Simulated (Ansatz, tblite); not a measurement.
Cost and result up the ladder for the cluster KBi2 (the lowest doublet isomer of a short search) (3 atoms). Total charge 0; doublet. Geometry: r2SCAN-D4/def2-TZVP.

Cartesian coordinates in Å:
```
K 1.217 -0.741 1.595
Bi -0.517 -0.850 -1.425
Bi -0.700 1.591 -0.170
```

Ansatz on 4 threads of Intel Xeon on a shared host; xTB runs through tblite on one thread. Times are rough, summed over both states, and most runs start from the orbitals of an earlier one. No level here is sound enough to serve as a yardstick. The other state is a singlet.

In the def2 sets Bi takes a core potential; there is no spin–orbit coupling. The xTB rows come from tblite. The structure comes from a short search, and lower isomers may exist.

Run but left out: HF/def2-TZVPP, MP2/def2-TZVPP, CCSD/def2-TZVPP, CCSD(T)/def2-TZVPP (doublet: ⟨S²⟩ 1.51, where a pure state has 0.75).

Raw xTB energies of ions are shifted by several eV, and xTB has no spin-polarisation term.

```tsv
level	functions	wall time
GFN2-xTB	12	0.005 s
GFN1-xTB	12	0.006 s
PBE-D4/def2-TZVP	133	4.4 s
PBE0-D4/def2-TZVP	133	11 s
r2SCAN-D4/def2-TZVP (with forces)	133	12 s
```

(1) Estimate what each level gives for the vertical IE (eV).

## Answers

(1) 
| level | vertical IE (eV) | remarks |
| --- | --- | --- |
| GFN2-xTB | 8.39 | – |
| GFN1-xTB | 8.60 | – |
| PBE-D4/def2-TZVP | 5.31 | restricted SCF unstable in HF (+1 singlet) |
| PBE0-D4/def2-TZVP | 5.45 | restricted SCF unstable in HF (+1 singlet) |
| r2SCAN-D4/def2-TZVP (with forces) | 5.44 | restricted SCF unstable in HF (+1 singlet), spin-contaminated (⟨S²⟩ 0.87) (doublet) |
